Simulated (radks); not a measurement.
The numbers below are computed, except where a source is named.
Neutral thulium, configuration [Kr] 4d10 4f13 5s1.5 5p6 6s2 7s0.5 (fractional occupations, a model configuration). Code: a radial shooting solver on a logarithmic mesh with Libxc functionals. Model: scalar-relativistic Kohn-Sham, AM05, spin-unpolarised, spherical densities, point nucleus.

Normalised radial functions P(r) = r R(r), r in bohr:

```
   r/bohr * 6p (the largest magnitude, 0.488, reaches the edge; | marks zero)
 0.003386                             *
 0.004776                             *
 0.006736                             *
 0.009502                             |*
   0.0133                             |*
  0.01876                             | *
  0.02646                             |  *
  0.03732                             |  *
  0.05264                             |  *
  0.07367                             |*
   0.1039                           * |
   0.1466                         *   |
   0.2068                          *  |
   0.2893                             |  *
   0.4081                             |      *
   0.5757                             | *
    0.812                      *      |
    1.136                 *           |
    1.603                         *   |
    2.261                             |         *
    3.189                             |                       *
    4.463                             |                          *
    6.295                             |                   *
     8.88                             |         *
    12.53                             |  *
    17.53                             |*
    24.72                             *
    34.88                             *
```

6p (empty): eigenvalue -2.274 eV, 4 radial nodes at r = 0.0862, 0.251, 0.624, 1.79 bohr, <r> = 5.12 bohr, 90 % of the charge inside 7.83 bohr.
